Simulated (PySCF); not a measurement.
## 15N chemical shifts

One computed conformer, fast rotation and ring inversion assumed for equivalent nuclei, non-relativistic Hamiltonian, gas phase. Structure optimised with GFN2-xTB; PBE0/pcSseg-1 with gauge-including orbitals; PySCF 2.14.0 with density-fitted response routines.

Shieldings were converted by a linear fit to measured shifts: 15N (scatter 6.3 ppm rms vs CH3NO2, solution or neat liquid). Occasional misses reach two or three times the rms, and more in compound classes unlike the fitted ones.

(1) Give the 15N shifts of `CCCn1nccc1[SiH3]`, `Nc1csnc1F`.

(2) Match the shifts -47.3, -290.4, -361.3 ppm to `O=Cc1ccpcn1`, `FC[Si@@H]1CCN1`, `CCCCC(N)=O`.

## Answers

(1) 
```csv
compound,environment,δ (ppm)
[CH3:1][CH2:2][CH2:3][n:4]1[n:5][cH:6][cH:7][c:8]1[SiH3:9],N5: pyridine-type nitrogen of an azole,-59.5
[CH3:1][CH2:2][CH2:3][n:4]1[n:5][cH:6][cH:7][c:8]1[SiH3:9],N4: pyrrole-type ring nitrogen,-162.0
[NH2:1][c:2]1[cH:3][s:4][n:5][c:6]1[F:7],N5: pyridine-type nitrogen of an azole,-130.7
[NH2:1][c:2]1[cH:3][s:4][n:5][c:6]1[F:7],N1: aniline-type nitrogen,-342.1
```

(2) -47.3: O=Cc1ccpcn1 (pyridine-type ring nitrogen); -290.4: CCCCC(N)=O (amide-type nitrogen); -361.3: FC[Si@@H]1CCN1 (nitrogen bonded to C, Si, H, in a 4-membered ring).
